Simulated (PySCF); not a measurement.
C₅H₅Cl₃Si.
Atom-mapped SMILES: `[Cl:1][C:2]([Cl:3])([Cl:4])[C:5]1=[CH:6][SiH2:7][CH:8]=[CH:9]1` (hydrogens: H10 on C6; H11, H12 on Si7; H13 on C8; H14 on C9)

The same species was optimised twice, with GFN2-xTB and with PBE0-D3(BJ)/def2-SVP (PySCF), and the same property calculations (PySCF, gas phase) were run on both structures.

| coordinate | GFN2-xTB | PBE0-D3(BJ)/def2-SVP | change |
| --- | --- | --- | --- |
| C5–C9 (Å) | 1.466 | 1.489 | +0.023 |
| C2–C5 (Å) | 1.491 | 1.507 | +0.016 |
| Si7–C8 (Å) | 1.887 | 1.871 | -0.016 |
| C6–Si7 (Å) | 1.891 | 1.876 | -0.015 |
| C8=C9 (Å) | 1.336 | 1.347 | +0.011 |
| C5=C6 (Å) | 1.339 | 1.348 | +0.009 |
| C2–Cl3 (Å) | 1.791 | 1.790 | -0.001 |
| Cl1–C2 (Å) | 1.791 | 1.789 | -0.002 |
| C2–Cl4 (Å) | 1.770 | 1.770 | 0.000 |
| C6–Si7–C8 (°) | 88.8 | 92.4 | +3.6 |
| Si7–C8–C9 (°) | 109.7 | 107.2 | -2.5 |
| C5–C6–Si7 (°) | 109.2 | 106.8 | -2.4 |
| Cl1–C2–C5 (°) | 109.7 | 108.7 | -1.0 |
| Cl1–C2–Cl4 (°) | 107.9 | 108.8 | +0.9 |
| Cl3–C2–C5 (°) | 109.7 | 108.8 | -0.9 |
| Cl3–C2–Cl4 (°) | 107.9 | 108.7 | +0.8 |
| C6–C5–C9 (°) | 116.3 | 117.0 | +0.7 |
| Cl1–C2–C5–C6 (°) | 121 | 120 | -1 |

Rotational constants: A = 1364, B = 585.9, C = 541.4 MHz (GFN2-xTB) against A = 1349, B = 589.7, C = 543.1 MHz (PBE0-D3(BJ)/def2-SVP). Point groups within 0.08 Å: Cs and Cs. Atoms that the bonding makes alike are paired by their places after alignment.

On the GFN2-xTB structure: lowest singlet, TDDFT (eV) 4.40 [PBE0/def2-SVPD]; lowest triplet, Tamm–Dancoff (eV) 2.71 [PBE0/def2-SVPD]; isotropic polarisability (au) 123.8 [PBE0/def2-SVPD]; HOMO (eV) -7.29 [PBE0/def2-SVPD]; LUMO (eV) -2.04 [PBE0/def2-SVPD]; dipole (D) 2.15 [PBE0/def2-SVPD]; HOMO (eV) -7.28 [PBE0/pcSseg-1]; LUMO (eV) -2.02 [PBE0/pcSseg-1]; dipole (D) 2.36 [PBE0/pcSseg-1]; GIAO shielding of Cl1/Cl3/Cl4 (mean) (ppm) 467.5 [PBE0/pcSseg-1]; GIAO shielding of C2 (ppm) 67.4 [PBE0/pcSseg-1]; GIAO shielding of C5 (ppm) 20.5 [PBE0/pcSseg-1]; GIAO shielding of C6 (ppm) 53.7 [PBE0/pcSseg-1]; GIAO shielding of Si7 (ppm) 387.9 [PBE0/pcSseg-1]; GIAO shielding of C8 (ppm) 50.7 [PBE0/pcSseg-1]; GIAO shielding of C9 (ppm) 29.8 [PBE0/pcSseg-1].

Question: What do these properties become on the PBE0-D3(BJ)/def2-SVP structure?

Answer: 
```csv
property,level,on GFN2-xTB,on PBE0-D3(BJ)/def2-SVP,change
"lowest singlet, TDDFT (eV)",PBE0/def2-SVPD,4.40,4.45,+0.05
"lowest triplet, Tamm–Dancoff (eV)",PBE0/def2-SVPD,2.71,2.75,+0.04
isotropic polarisability (au),PBE0/def2-SVPD,123.8,125.1,+1.3
HOMO (eV),PBE0/def2-SVPD,-7.29,-7.38,-0.09
LUMO (eV),PBE0/def2-SVPD,-2.04,-2.08,-0.04
dipole (D),PBE0/def2-SVPD,2.15,1.70,-0.45
"energy, GFN2-xTB geometry as zero (kcal/mol)",PBE0/def2-SVPD,0.0,-2.1,-2.1
HOMO (eV),PBE0/pcSseg-1,-7.28,-7.38,-0.10
LUMO (eV),PBE0/pcSseg-1,-2.02,-2.07,-0.05
dipole (D),PBE0/pcSseg-1,2.36,1.88,-0.48
"energy, GFN2-xTB geometry as zero (kcal/mol)",PBE0/pcSseg-1,0.0,-1.6,-1.6
GIAO shielding of Cl1/Cl3/Cl4 (mean) (ppm),PBE0/pcSseg-1,467.5,472.7,+5.2
GIAO shielding of C2 (ppm),PBE0/pcSseg-1,67.4,66.4,-1.0
GIAO shielding of C5 (ppm),PBE0/pcSseg-1,20.5,15.8,-4.7
GIAO shielding of C6 (ppm),PBE0/pcSseg-1,53.7,55.4,+1.7
GIAO shielding of Si7 (ppm),PBE0/pcSseg-1,387.9,386.7,-1.2
GIAO shielding of C8 (ppm),PBE0/pcSseg-1,50.7,49.2,-1.5
GIAO shielding of C9 (ppm),PBE0/pcSseg-1,29.8,25.7,-4.1
```

The heavy atoms differ by 0.025 Å rms after alignment (one structure mirrored). Among bonds between heavy atoms C5–C9 changes most (+0.023 Å). Changes are differences of the printed values. Neither structure is proved a minimum here.

Conformer computed: `[Cl:1][C:2]([Cl:3])([Cl:4])[C:5]1=[CH:6][SiH2:7][CH:8]=[CH:9]1`: Cl1–C2–C5–C6 120°.
